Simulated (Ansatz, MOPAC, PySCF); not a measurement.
Donor–acceptor adduct: GaH3 (SMILES [GaH3]) (first 4 atoms) with PH3 (SMILES P); geometry from B3LYP-D3(BJ)/def2-TZVP, rigid monomers moved along the line of their centres of mass till Ga1···P5 is 2.96 Å.
(charge 0, multiplicity 1):
```xyz
8

Ga    -0.46140     0.48940     0.71029
H     -1.53945     1.49702     1.26562
H     -0.95067    -0.79868    -0.05585
H      1.00394     1.01248     0.45528
P      0.10734    -0.84411     3.28655
H      1.05984    -1.88117     3.33021
H      0.59701    -0.07781     4.36245
H     -0.93557    -1.50170     3.96809
```

Interaction energies are E(AB) − E(A) − E(B) at the monomers' geometry in the complex; basis-set methods are counterpoise corrected. Rows marked so take none.

Correlated levels freeze the cores. Filled d and f shells under p-block atoms count as core. CBS(a, b) extrapolates the correlation energy as X⁻³ and adds the Hartree–Fock energy of set b. Rows in 3-21G, 6-31G*, STO-3G carry no dispersion term and start afresh at each structure (6-31G* with six Cartesian d functions); the Pople sets are all-electron and without relativity. The state reached by AM1 isn't checked.

Codes used: Ansatz (Gaussian orbitals); MOPAC for AM1 (differences of heats of formation); PySCF for 3-21G rows, 6-31G* rows, STO-3G rows, the dispersion terms. Values without a source in brackets are computed.

Other levels give for the interaction energy: PBE/def2-TZVPPD -13.16; B3LYP/def2-TZVPPD -11.02; B3LYP-D3(BJ)/def2-TZVPPD -13.38; wB97M-V/def2-TZVPPD -12.84; CCSD(T)/CBS(def2-SVPD, def2-TZVPPD) -12.19 kcal/mol.

Common cheap choices:

| level | interaction energy (kcal/mol) | less -12.19 (CCSD(T)/CBS(def2-SVPD, def2-TZVPPD)) |
|---|---|---|
| AM1 | -12.95 | -0.76 |
| HF/STO-3G (no counterpoise) | -21.76 | -9.58 |
| HF/3-21G (no counterpoise) | -13.28 | -1.09 |
| HF/6-31G* (no counterpoise) | -9.88 | 2.31 |
| BP86/6-31G* (no counterpoise) | -13.31 | -1.12 |
| B3LYP/3-21G (no counterpoise) | -16.22 | -4.04 |
| B3LYP/6-31G* (no counterpoise) | -12.14 | 0.05 |
| M06-2X/6-31G* (no counterpoise) | -15.33 | -3.14 |

Ansatz is an electronic-structure program.
